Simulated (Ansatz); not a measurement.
Stepwise reaction of `C#[C][Al]([NH2])[NH2]` with hydrogen fluoride, as a gas-phase model of exchange steps in deposition or etching. ΔE in kJ/mol; ΔG adds harmonic PBE0-D4 terms to CCSD(T)/CBS, at 1 bar.

Isolated molecules relaxed with PBE0-D4/def2-TZVP in Ansatz; ΔE leaves out vibrations. CCSD(T)/CBS adds triple-zeta CCSD(T) − MP2 to the extrapolated MP2 energy (def2 sets, frozen cores). This one scheme is used for every species. DFT in def2-TZVPP. B3LYP here is the variant with VWN-RPA as its local correlation; programs differ in this. Each species was taken in one conformer, which may not be the lowest.

| step | reaction | PBE-D4 | B3LYP-D4 | ωB97M-V | CCSD(T)/CBS | ΔG(600 K) |
| --- | --- | --- | --- | --- | --- | --- |
| 1 | `C#[C][Al]([NH2])[NH2]` + H–F → `C#[C][Al]([NH2])[F]` + NH₃ | -96.6 | -100.9 | -99.6 | -97.2 | -96.5 |
| 2 | `C#[C][Al]([NH2])[F]` + H–F → `C#[C][Al]([F])[F]` + NH₃ | -82.7 | -86.9 | -85.8 | -85.2 | -80.8 |

(1) By hand: ΔE of the 2 steps together at CCSD(T)/CBS.

## Answers

(1) (-97.2) + (-85.2) = -182.4 kJ/mol, or -91.2 kJ/mol a step.

In ΔE each step is higher than the one before. All are downhill at CCSD(T)/CBS. ΔG lies between -96.5 and -80.8 kJ/mol a step. PBE-D4 differs from CCSD(T)/CBS by 0.6 to 2.5 kJ/mol a step. Isolated molecules leave out the surface, adducts and barriers. Largest T1 diagnostic: 0.014.
